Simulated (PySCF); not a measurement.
A structure optimised at PBE-D3(BJ)/def2-SVP, used in a PySCF frequency run:

```
Ga
O 1 1.7885
H 2 0.9770 1 110.68
Cl 1 2.1537 2 120.13 3 0.00
Br 1 2.2741 2 118.50 3 180.00
```

Write its SMILES, formula and point group.

[OH][Ga]([Cl])[Br], BrClGaHO, Cs

What are its rotational constants (standard atomic weights)?

3.7843, 1.2202, 0.92267 GHz
